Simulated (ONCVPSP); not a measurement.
# Before and after: ONCV potential for carbon (C)

* Element: C (Z = 6)
* Generator: ONCVPSP 4.0.1
* Type: optimised norm-conserving Vanderbilt (ONCV)
* Functional: PBE
* Relativity: scalar-relativistic
* Frozen core: [He]
* Valence charge: 4
* Reference configuration: 2s1 2p3
* Partial waves: 2s: rc 1.35 bohr, ncon 3, nbas 7, qcut 5.8 1/bohr, 2 projectors, debl 0.4 Ha; 2p: rc 2.30 bohr, ncon 4, nbas 8, qcut 6 1/bohr, 3 projectors, debl 2.5 Ha
* Local potential: polynomial inside 1.20 bohr (lpopt 2, dvloc0 0 Ha)
* Core correction: none

In the s channel the program set the typed energies aside and used -0.522, 0.250 Ha.

All-electron outer shells of the reference configuration (PBE, scalar-relativistic, ld1.x):

```tsv
shell	level (eV)	outermost node (bohr)	outermost maximum (bohr)
1s	-274.35	–	0.17
2s	-14.20	0.38	1.22
2p	-5.71	–	1.20
```

Change: reference 2s2; wave 2p: rc 2.30 bohr, ncon 4, nbas 8, qcut 6 1/bohr, 3 projectors, debl 2.5 Ha becomes p scattering state at 0.13 Ha: rc 2.30 bohr, ncon 4, nbas 8, qcut 6 1/bohr, 3 projectors, debl 2.5 Ha. In the s channel the program set the typed energies aside and used -1.484, 0.250 Ha. In the p channel the program set the typed energies aside and used -1.167, 1.333, 3.833 Ha.

Cutoffs: the cutoffs (Ha) at which the residual kinetic energy of the hardest occupied pseudo-wave falls to 1 and 0.1 mHa per electron; they do not see the model core or the augmentation charge, which bear on the density cutoff. Errors are all-electron minus pseudo energies relative to the spin-unpolarised reference configuration.

Task: What does the change do?

Result: The potential gets harder (13 Ha and 24 Ha → 14 Ha and 36 Ha); neither file shows a bound ghost.

| quantity | base | changed |
| --- | --- | --- |
| cutoff, loose | 13 Ha | 14 Ha |
| cutoff, tight | 24 Ha | 36 Ha |
| bound ghosts | none | none |
| GHOST(+) flags under 300 eV | none | none |
| largest error over its own tests, meV | +746 | +588 |
| s: phases at 1.37 bohr within 0.05 rad from the reference energy up to (Ha; the scan ends near 5) | to the end of the scan | 4.4 |
| p: phases at 2.33 bohr within 0.05 rad from the reference energy up to (Ha; the scan ends near 5) | to the end of the scan | to the end of the scan |
